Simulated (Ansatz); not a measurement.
CH₆GaO, that is [Ga(OMe)H3]- with one electron fewer. Total charge 0; doublet. Geometry PBE0-D4/def2-TZVPD, that of the charge -1 singlet; atoms count from 1.

Cartesian coordinates in Å:
```
Ga 1.016 0.518 -0.827
O 0.333 0.066 0.882
C -0.925 -0.485 0.909
H -1.011 -1.415 0.311
H -1.712 0.197 0.525
H -1.215 -0.748 1.943
H 2.494 1.101 -0.566
H 0.005 1.614 -1.471
H 1.015 -0.849 -1.705
```

(1) Estimate the Mulliken populations from the PBE0/def2-TZVPD orbitals of Ansatz.

(2) Where does the spin sit?

(3) And the Mayer bond orders between heavy atoms (over 0.3)?

Answers

(1) 
```csv
atom,charge (e),spin (α − β)
Ga1,0.27,-0.02
O2,-0.12,0.55
C3,-0.41,-0.01
H4,0.23,0.04
H5,0.23,0.04
H6,0.19,0.00
H7,-0.16,-0.01
H8,-0.11,0.21
H9,-0.12,0.19
```
Mulliken values depend strongly on the basis. With diffuse functions, as here, like atoms can get unlike values, and bond orders can come out too low or too high.

(2) Summed by element: Ga -0.02, O 0.55, C -0.01, H 0.47, of 1 unpaired in all. Largest on single atoms: O2 0.55, H8 0.21, H9 0.19.

(3) Ga1–O2 0.81 (1.89 Å); O2–C3 0.92 (1.37 Å).
